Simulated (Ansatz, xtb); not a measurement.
## Ranking isomers of H2NOSn

5 gas-phase structures of H2NOSn, found in a search over its isomers (lower ones may exist). Each was relaxed with GFN2-xTB; where two conformers were screened, the lower at r2SCAN-D4/def2-SVP is listed:

A. a doublet given by its coordinates
B. `[NH2][Sn]=[O]`, a doublet
C. `[NH][O][SnH]`, a doublet
D. `[H]/[Sn]=[N]/O`, a doublet
E. a doublet given by its coordinates

A (Å):

```xyz
5

N    -1.4767   -0.5776   -0.2208
O     1.4373   -0.0478    0.5038
Sn    0.2751   -1.5537   -0.2677
H    -2.4511   -0.7250   -0.4498
H     0.9923    0.7678    0.7291
```

Close contacts (Å): N1–Sn3 2.01, O2–Sn3 2.05, N1–H4 1.01, O2–H5 0.96.

E (Å):

| atom | x (Å) | y (Å) | z (Å) |
| --- | --- | --- | --- |
| N | -0.8428 | -0.2975 | -0.6114 |
| O | -0.7334 | -0.0673 | 0.6929 |
| Sn | -0.8557 | 1.8688 | -0.4703 |
| H | 0.9785 | 1.9756 | -0.8164 |
| H | -0.6049 | -1.2654 | -0.8218 |

Close contacts (Å): N1–O2 1.33, N1–Sn3 2.17, O2–Sn3 2.26, N1–H5 1.02, Sn3–H4 1.87.

Q: Make a reasoned guess at their ranking by r2SCAN-D4/def2-SVP single-point energy.

A: Calculated order at r2SCAN-D4/def2-SVP: A (0.0), B (4.4), E (22.8), C (33.7), D (47.9) kcal/mol.

Energies above the lowest of each column, in kcal/mol; the last columns are at PBE0-D3(BJ)/def2-SVP geometries and were run for some of them only (a dash: not run or not comparable):

| structure | GFN2-xTB | HF/STO-3G | r2SCAN-D4/def2-SVP | PBE0-D3(BJ)/def2-SVP | CCSD(T)/def2-SVP + ΔMP2/def2-TZVPP |
| --- | --- | --- | --- | --- | --- |
| A | 0.0 | 9.1 | 0.0 | 1.4 | 0.0 |
| B | 4.5 | 0.0 | 4.4 | 0.0 | 2.2 |
| E | 21.3 | 18.0 | 22.8 | – | – |
| C | 28.8 | 26.7 | 33.7 | – | – |
| D | 32.7 | 29.5 | 47.9 | – | – |

CCSD(T)/def2-SVP + ΔMP2/def2-TZVPP puts A lowest of those it was run on; HF/STO-3G picks B, PBE0-D3(BJ)/def2-SVP picks B. Some further structures that were screened fall inside this span and aren't listed. Flexible structures stand in one conformer each, not always the lowest. Frequencies (PBE0-D3(BJ)/def2-SVP) were run for A, B alone. The ΔMP2 step shifts differences by up to 3.4 kcal/mol, which makes them less sure. Open shells are spin-unrestricted, some with notable spin contamination. Atoms past krypton carry core potentials in the def2 sets, without spin–orbit terms. ΔMP2 is the change of the MP2 energy from the smaller to the larger basis.

Over these structures GFN2-xTB departs from r2SCAN-D4/def2-SVP by 4.6 kcal/mol on average once a common shift is removed. A GFN2-xTB relaxation took about 0.058 s and the r2SCAN-D4/def2-SVP energy about 1.4 s on a shared host (Ansatz 0.2.0, xtb 6.7.1).
